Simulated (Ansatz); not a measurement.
Stepwise reaction of `N[Si](N)(N)N` with hydrogen, as a gas-phase model of exchange steps in deposition or etching. ΔE in kJ/mol; ΔG adds harmonic PBE0-D4 terms to CCSD(T)/CBS, at 1 bar.

Gas-phase electronic energies from Ansatz, PBE0-D4/def2-TZVP geometries. CCSD(T)/CBS adds triple-zeta CCSD(T) − MP2 to the extrapolated MP2 energy (def2 sets, frozen cores). This one scheme is used for every species. DFT in def2-TZVPP. B3LYP here is the variant with VWN-RPA as its local correlation; programs differ in this. One conformer a species, not always the lowest.

| step | reaction | PBE-D4 | B3LYP-D4 | ωB97M-V | CCSD(T)/CBS | ΔG(400 K) |
| --- | --- | --- | --- | --- | --- | --- |
| 1 | `N[Si](N)(N)N` + H₂ → `N[SiH](N)N` + NH₃ | 38.4 | 42.5 | 43.4 | 42.5 | 42.9 |
| 2 | `N[SiH](N)N` + H₂ → `N[SiH2]N` + NH₃ | 47.1 | 49.6 | 51.3 | 50.6 | 52.2 |
| 3 | `N[SiH2]N` + H₂ → `N[SiH3]` + NH₃ | 40.9 | 43.5 | 44.6 | 44.7 | 42.6 |
| 4 | `N[SiH3]` + H₂ → SiH₄ + NH₃ | 16.4 | 19.3 | 20.5 | 20.5 | 31.7 |

Question: By hand: ΔE of the 4 steps together at CCSD(T)/CBS.

Answer: (42.5) + (50.6) + (44.7) + (20.5) = 158.3 kJ/mol, or 39.6 kJ/mol a step.

In ΔE step 4 is the lowest and step 2 the highest. All are uphill at CCSD(T)/CBS. ΔG lies between 31.7 and 52.2 kJ/mol a step. PBE-D4 differs from CCSD(T)/CBS by -4.1 to -3.5 kJ/mol a step. Isolated molecules leave out the surface, adducts and barriers. Largest T1 diagnostic: 0.011.
